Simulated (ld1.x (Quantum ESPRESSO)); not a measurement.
# B, PAW: configuration errors across variants

- Element: B
- Generator: ld1.x (Quantum ESPRESSO) 7.5
- Type: PAW
- Functional: PW91
- Relativity: scalar-relativistic
- Frozen core: [He]
- Valence charge: 3
- Reference configuration: 2s1.75 2p1.25
- Partial waves: 2s (bound): rcut 1.30, rcutus 1.40 bohr; 2s channel at 0.65 Ry: rcut 1.30, rcutus 1.40 bohr; 2p (bound): rcut 1.45, rcutus 1.90 bohr; 2p channel at 0.05 Ry: rcut 1.45, rcutus 1.90 bohr; 3d channel at 0.2 Ry: rcut 1.40, rcutus 1.45 bohr; 3d channel at 1.85 Ry: rcut 1.40, rcutus 1.45 bohr
- Local potential: all-electron potential smoothed inside 1.80 bohr (lloc = -2)
- Core correction: Bessel-smoothed model core inside 0.90 bohr
- Augmentation charge: PSQ, inside the norm-conserving radii

All-electron excitation energies from the reference (eV): (1) 2s2 2p1 -1.460; (2) 2s2 2p0 6.809; (3) 2s1 2p0 32.277; (4) 2s0 2p3 10.259; (5) 2s1 2p1 12.947; (6) 2s2 2p1.3 -2.211; (7) 2s1 2p2 4.390.

The overlap operator is not positive definite (basis up to 400 Ry) in “base”, “wave 2s channel at 0.65 Ry: rcut 1.30, rcutus 1.40 bohr becomes 2s channel at 0.54 Ry: rcut 1.30, rcutus 1.40 bohr”, “waves 2p (bound): rcut 1.45, rcutus 2.58 bohr; 2p channel at 0.05 Ry: rcut 1.45, rcutus 2.58 bohr”. Such files are unfit for use, however small their errors in these radial tests.

2 further variants failed, have other tests or another functional or relativity, and are left out.

Errors AE − PS in meV (a dash: test not solved or not reliable):

| change | (1) | (2) | (3) | (4) | (5) | (6) | (7) | bound ghosts |
| --- | --- | --- | --- | --- | --- | --- | --- | --- |
| base | 0.0 | -1.7 | -7.5 | -2.1 | -1.5 | 0.0 | -0.7 | not determined (overlap not positive) |
| wave 2s channel at 0.65 Ry: rcut 1.30, rcutus 1.40 bohr becomes 2s channel at 0.54 Ry: rcut 1.30, rcutus 1.40 bohr | 0.0 | -1.6 | -7.6 | -2.1 | -1.4 | 0.0 | -0.7 | not determined (overlap not positive) |
| waves 2p (bound): rcut 1.45, rcutus 2.58 bohr; 2p channel at 0.05 Ry: rcut 1.45, rcutus 2.58 bohr | 0.0 | -0.6 | -7.1 | -1.9 | -1.7 | 0.0 | -0.4 | not determined (overlap not positive) |
| all radii but the core radius scaled by about 1.09 (s 1.54, p 2.08, d 1.58 bohr, rcut 1.42/1.58/1.54); local potential all-electron potential smoothed inside 1.96 bohr (lloc = -2) | 0.0 | 0.0 | -4.4 | – | – | – | – | none |
| type TM; waves now 2p (bound): rc 1.90 bohr; 3d channel at 0.2 Ry: rc 1.45 bohr; 2s (bound): rc 1.40 bohr; local potential the s channel | +0.1 | +21 | +89 | +7.7 | -0.2 | 0.0 | +1.3 | none |

Task: Give the same row for: waves 2s (bound): rcut 1.30, rcutus 2.00 bohr; 2s channel at 0.65 Ry: rcut 1.30, rcutus 2.00 bohr.

Result: 0.0, +0.4, -0.6, -2.2, –, –, –; bound ghosts: none.
